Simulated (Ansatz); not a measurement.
```yaml
atoms:
  - { symbol: N, position_ang: [0.0436, -0.0227, -1.2037] }
  - { symbol: N, position_ang: [-0.0394, 0.0049, -0.0379] }
  - { symbol: O, position_ang: [-0.0400, 0.0017, 1.0748] }
```

Basis set: 6-31G* (spherical functions). Left uncorrelated: 3 orbitals. Charge 0, multiplicity 1.

Computed with Ansatz (development build ahead of 0.2.0); each method stands on the lowest determinant of its kind that the runs found. Restricted open shells among the atoms or ions are ROHF, correlated in semicanonical orbitals with singles.

The atomization energy at this shape (free ground-state atoms in the same class of orbitals less the molecule, no zero-point energy) of singlet N₂O:

| method | atomization energy |
| --- | --- |
| RHF | 3.16 eV |

Q: What does RHF-MP2 give?

A: 10.73 eV. Caution: the shape is not the minimum.
